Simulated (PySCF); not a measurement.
Nb(Cl)4(Me) (CH3Cl4Nb), SMILES [CH3][Nb]([Cl])([Cl])([Cl])[Cl], multiplicity 1.

Geometry: B3LYP-D3(BJ)/def2-SVP. The multiplicity is an assumed one; no other spin state was optimised. The structure was generated by enumeration; whether it is a known compound was not checked. The def2 effective core potentials stand for the cores of Nb; spin–orbit coupling is left out.

Calculation: ωB97X/def2-TZVP (PySCF).

Symmetry labels are those of the subgroup Cs that the program uses (full group Cs).

Computed valence orbital energies around the gap with their symmetry:
```tsv
orbital	symmetry	energy (eV)
HOMO−7	A"	-13.26
HOMO−6	A'	-12.65
HOMO−5	A'	-12.44
HOMO−4	A"	-12.30
HOMO−3	A'	-11.84
HOMO−2	A"	-11.63
HOMO−1	A"	-11.42
HOMO	A'	-11.26
LUMO	A"	-2.00
LUMO+1	A"	-1.98
LUMO+2	A'	-1.31
LUMO+3	A'	-0.72
```
